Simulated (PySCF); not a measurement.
**Excitation energy of Sr by level of theory**

Sr [Kr] 5s2 (1S) → Sr [Kr] 5s1 5p1 (3P), as a difference of total energies. All numbers are calculated (PySCF 2.14, scalar relativity by spin-free X2C-1e, in ANO-RCC-VTZP (7s6p3d1f, 47 functions)). Correlated levels: valence: [Kr] frozen. The calculations carry no spin-orbit coupling.

```
           method  excitation energy (cm⁻¹)
              UHF                    8001.9
    MP2 (valence)                     11416
SCS-MP2 (valence)                     12325
   CCSD (valence)                     13022
```

Errors of the correlated levels include the incompleteness of this basis and the frozen core.

The basis was made for the ground configuration and has no added diffuse functions, so the excitation energy can come out too high.

With two correlated electrons CCSD is exact in that space.

For comparison: 14703 cm⁻¹ (measured; NIST levels, between the centres of gravity of the two terms).
